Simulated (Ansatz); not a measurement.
Ansatz (an electronic-structure program) input (RI-MP2/aug-cc-pV(T+d)Z):
A basis named .json is the Basis Set Exchange file of that set.

Ansatz 0.2 input:
```yaml
crystal:
  periodic: [false, false, false]
  atoms:
    - {symbol: C, position_ang: [-2.62117578, 1.05090823, 0.28303759]}
    - {symbol: Si, position_ang: [-1.58644218, -0.41117431, -0.22670117]}
    - {symbol: O, position_ang: [-0.00183731, -0.04852296, -0.00609514]}
    - {symbol: Si, position_ang: [1.55735521, -0.54050002, -0.14032518]}
    - {symbol: C, position_ang: [2.67893460, 0.83088076, 0.43375136]}
    - {symbol: H, position_ang: [-2.37677342, 1.92952066, -0.31709700]}
    - {symbol: H, position_ang: [-3.68369104, 0.83347420, 0.14955717]}
    - {symbol: H, position_ang: [-2.45497995, 1.29828014, 1.33329705]}
    - {symbol: H, position_ang: [-1.93496124, -1.60231786, 0.58783129]}
    - {symbol: H, position_ang: [-1.82024230, -0.73951119, -1.65551018]}
    - {symbol: H, position_ang: [1.76075330, -1.75697105, 0.68589372]}
    - {symbol: H, position_ang: [1.84260834, -0.88586947, -1.55571707]}
    - {symbol: H, position_ang: [2.53732585, 1.72880951, -0.17084168]}
    - {symbol: H, position_ang: [3.72594469, 0.52879274, 0.35283021]}
    - {symbol: H, position_ang: [2.47937864, 1.08668274, 1.47615293]}
basis:
  gaussian:
    orbitals: aug-cc-pV_T+d_Z.json
    fitting: {mean_field: def2-universal-jkfit, correlation: aug-cc-pVTZ-RIFIT.json}
total_charge: 1
magnetization: {spin_polarized: true, initial_magnetization: 1}
correlation: {method: mp2, electrons: outside_noble_gas}
```

End of the output:

```
mean field: 2.45 GiB planned
mean field evaluation 1: about -19965.8899 eV, gradient 4.7e1 eV
mean field evaluation 2: about -19971.5598 eV, gradient 3.5e1 eV
mean field evaluation 4: about -19976.0945 eV, gradient 3.4e0 eV
mean field evaluation 8: about -19976.7464 eV, gradient 8.4e-1 eV
mean field evaluation 16: about -19976.7921 eV, gradient 1.9e-6 eV
mean field evaluation 32: about -19976.6897 eV, gradient 9.2e-1 eV
mean field evaluation 64: about -19976.6959 eV, gradient 4.4e-1 eV
mean field evaluation 96: about -19976.7921 eV, gradient 5.1e-5 eV
mean field -19976.79213959 eV, -734.1335703739 hartree, gradient 1.9e-6 eV, S^2 0.769630; 8 other end points of the search recorded, 0 dependent functions left out
13 core orbitals not correlated
1072 factors; their error is unknown
reference -19976.79213959 eV, -734.1335703739 hartree; 16, 15 occupied and 449, 450 virtual orbitals, 1072 factors
second order -21.80129952 eV of doubles, -0.00000000 eV of singles
Total energy: -19998.59343911 eV, -734.9347533537 hartree
```

This state (charge 1, doublet) is run at the relaxed geometry of the species with charge 0 and multiplicity 1.
